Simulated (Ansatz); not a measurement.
CH5AlSn: where a starting geometry ends

The starting geometry of this gas-phase singlet was optimised with GFN2-xTB.

```xyz
8

C     1.1308    0.9573    2.1700
Al   -0.0393   -0.2477    1.0785
Sn   -1.5794   -1.7023   -0.3194
H     0.5608    1.5144    2.9296
H     1.9244    0.4294    2.7180
H     1.6399    1.7207    1.5621
H    -1.3363   -0.1297   -1.2169
H    -2.6252   -0.6935    0.7921
```

Predict what becomes of its bonds when it is optimised with r2SCAN-D4/def2-SVP.

New bonds form, giving a structure with H7 bridging Sn3 and Al2, H8 bridging Sn3 and Al2, given below by its coordinates. Contacts that close: Al2–H7 (2.64 → 1.83 Å), Al2–H8 (2.64 → 1.83 Å).

The energy falls by 0.63 eV over 30 steps:

```
step  E − E(last) (eV)
   1             0.627
   4             0.183
   7             0.012
  11             0.008
  14             0.007
  17             0.004
  20             0.001
  24             0.000
  27             0.000
  30             0.000
```

Final geometry (Å):

| atom | x (Å) | y (Å) | z (Å) |
| --- | --- | --- | --- |
| C | 0.9329 | 0.8940 | 1.9650 |
| Al | -0.0149 | -0.3724 | 0.8081 |
| Sn | -1.7844 | -1.5288 | -0.5235 |
| H | 0.2553 | 1.6909 | 2.3141 |
| H | 1.3496 | 0.3906 | 2.8530 |
| H | 1.7716 | 1.3719 | 1.4323 |
| H | -1.1455 | 0.3149 | -0.4615 |
| H | -1.6890 | -0.9124 | 1.3264 |

Frequencies at the end are all real (lowest 66 cm⁻¹). Atoms past krypton carry core potentials, without spin–orbit terms. Run with Ansatz 0.2.0, 110 s on 1 thread of Arm Neoverse V2, with other jobs on the host.
